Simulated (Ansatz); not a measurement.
C₁₃H₁₅BF₂N₂⁻, that is BODIPY with one electron more. Total charge -1; doublet. Geometry PBE-D4/def2-SVP, that of the neutral singlet; atoms count from 1.

```xyz
33

C    -0.329    3.393    2.094
C    -0.870    2.518    1.009
C    -1.970    2.753    0.176
C    -2.089    1.653   -0.720
C    -3.095    1.436   -1.797
N    -1.106    0.758   -0.456
C    -0.337    1.250    0.599
C     0.756    0.523    1.082
C     1.120   -0.708    0.528
C     2.192   -1.602    0.863
C     3.211   -1.391    1.937
C     2.076   -2.680   -0.021
C     0.958   -2.439   -0.868
C     0.424   -3.290   -1.969
N     0.393   -1.254   -0.530
B    -0.866   -0.602   -1.197
F    -0.619   -0.367   -2.555
F    -1.978   -1.437   -1.035
H    -0.125    2.822    3.024
H     0.628    3.872    1.794
H    -1.040    4.203    2.345
H    -2.634    3.626    0.194
H    -3.615    0.468   -1.649
H    -2.595    1.367   -2.785
H    -3.837    2.254   -1.818
H     1.346    0.931    1.915
H     3.896   -2.257    2.012
H     3.831   -0.490    1.745
H     2.738   -1.250    2.932
H     2.723   -3.565   -0.068
H     1.005   -4.225   -2.066
H    -0.642   -3.533   -1.785
H     0.450   -2.738   -2.931
```

Single mean-field runs in def2-TZVP are fitted with def2-universal-jkfit.

Estimate the Mulliken populations of the heavy atoms from the PBE0/def2-TZVP orbitals of Ansatz.


```tsv
atom	charge (e)	spin (α − β)
C1	-0.44	-0.02
C2	0.05	0.21
C3	-0.28	-0.05
C4	0.06	0.19
C5	-0.42	-0.02
N6	0.06	0.03
C7	0.16	-0.14
C8	-0.52	0.53
C9	0.15	-0.14
C10	0.06	0.21
C11	-0.44	-0.02
C12	-0.28	-0.05
C13	0.06	0.19
C14	-0.42	-0.02
N15	0.06	0.03
B16	0.26	0.00
F17	-0.35	0.00
F18	-0.35	0.00
```
Mulliken values depend strongly on the basis.

Where does the spin sit?

Summed by element: C 0.85, N 0.06, B 0.00, F 0.00, H 0.09, of 1 unpaired in all. Largest on single atoms: C8 0.53, C10 0.21, C2 0.21.

And the Mayer bond orders between heavy atoms (over 0.3)?

C1–C2 0.91 (1.50 Å); C2–C3 1.34 (1.40 Å); C2–C7 1.33 (1.44 Å); C3–C4 1.42 (1.42 Å); C4–C5 0.98 (1.49 Å); C4–N6 1.28 (1.36 Å); N6–C7 1.18 (1.40 Å); N6–B16 0.88 (1.57 Å); C7–C8 1.21 (1.40 Å); C8–C9 1.23 (1.40 Å); C9–C10 1.33 (1.44 Å); C9–N15 1.18 (1.40 Å); C10–C11 0.92 (1.50 Å); C10–C12 1.35 (1.40 Å); C12–C13 1.42 (1.42 Å); C13–C14 0.98 (1.49 Å); C13–N15 1.29 (1.36 Å); N15–B16 0.88 (1.57 Å); B16–F17 1.06 (1.40 Å); B16–F18 1.05 (1.40 Å).
